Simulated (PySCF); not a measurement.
Theory: delta-SCF UKS SCAN, pcX-2 on the ionised atom, pcseg-1 elsewhere, spin-free X2C (PySCF 2.14.0). Geometries: GFN2-xTB; isolated species, one conformer each. Values against the vacuum level. 2p3/2 and 2p1/2 are the ΔSCF energy of one spin-free 2p hole plus the eigenvalues of a spin–orbit and ligand-field matrix of the shell.

Question: Order these sites by rising C 1s binding energy.
A. C4 in `[Cl:1][c:2]1[cH:3][cH:4][p:5][cH:6][n:7]1`
B. C6 in `[Cl:1][c:2]1[cH:3][cH:4][n:5][cH:6][p:7]1`
C. C2 in `[CH:1]1=[CH:2][SiH2:3][CH:4]=[CH:5]1`
D. C3 in `[Cl:1][c:2]1[cH:3][n:4][cH:5][cH:6][p:7]1`
E. C4 in `[F:1]/[CH:2]=[CH:3]\[CH2:4][SiH2:5][F:6]`

Answer: C (289.45 eV), E (290.74 eV), A (291.04 eV), B (291.42 eV), D (291.73 eV).

The highest is bonded to N (aromatic in the SMILES), C (aromatic in the SMILES) and H, the lowest to C (double bond), H and Si; the range is 2.28 eV.

Question: Rank by computed P 1s binding energy, lowest first.
A. Phosphorus in `Clc1cnccp1`
B. Phosphorus in `Clc1ccncp1`
C. Phosphorus in `[PH4+]`

Answer: B (2149.99 eV), A (2150.35 eV), C (2159.91 eV).

The highest is bonded to 4 H in a species of charge +1, the lowest to 2 C (aromatic in the SMILES); the range is 9.92 eV.

Question: Rank by computed P 2p3/2 binding energy, lowest first.
A. Phosphorus in `Clc1ccncp1`
B. Phosphorus in `[PH4+]`
C. Phosphorus in `Clc1cnccp1`

Answer: A (136.48 eV), C (136.81 eV), B (146.39 eV).

From the lowest up, the atoms are bonded to: 2 C (aromatic in the SMILES) (136.48); 2 C (aromatic in the SMILES) (136.81); 4 H in a species of charge +1 (146.39).
